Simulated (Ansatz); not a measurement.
Mulliken charges of FH3S3Ti (`[F][Ti]([SH])([SH])[SH]`) from B3LYP/def2-TZVPP in Ansatz (PBE0-D4/def2-TZVP geometry).

```json
{"atom": "F1", "x (Å)": "-2.044", "y (Å)": "1.382", "z (Å)": "-0.017", "charge (e)": "-0.361"}
{"atom": "Ti2", "x (Å)": "-0.603", "y (Å)": "0.408", "z (Å)": "-0.010", "charge (e)": "0.683"}
{"atom": "S3", "x (Å)": "0.338", "y (Å)": "0.431", "z (Å)": "2.066", "charge (e)": "-0.238"}
{"atom": "S4", "x (Å)": "0.896", "y (Å)": "1.233", "z (Å)": "-1.517", "charge (e)": "-0.238"}
{"atom": "S5", "x (Å)": "-1.117", "y (Å)": "-1.740", "z (Å)": "-0.571", "charge (e)": "-0.238"}
{"atom": "H6", "x (Å)": "1.577", "y (Å)": "0.459", "z (Å)": "1.539", "charge (e)": "0.130"}
{"atom": "H7", "x (Å)": "1.276", "y (Å)": "-0.010", "z (Å)": "-1.867", "charge (e)": "0.130"}
{"atom": "H8", "x (Å)": "-0.231", "y (Å)": "-2.220", "z (Å)": "0.321", "charge (e)": "0.130"}
```

By hand: the dipole of these point charges (1 e Å = 4.8032 D).

Σ q r = (0.639, -0.432, 0.004) e Å, of length 0.771 e Å = 3.70 D.

How does the dipole of the full density compare? (Best estimate.)

The calculation gave: (0.366, -0.247, 0.002) e Å, 2.12 D; the point charges give 1.75 times that, at 0° from its direction.

Point charges leave out the atoms' own dipoles, such as those of lone pairs, and Mulliken's split depends on the basis, so the two needn't agree.

B3LYP here is the variant with VWN-RPA as its local correlation; programs differ in this.
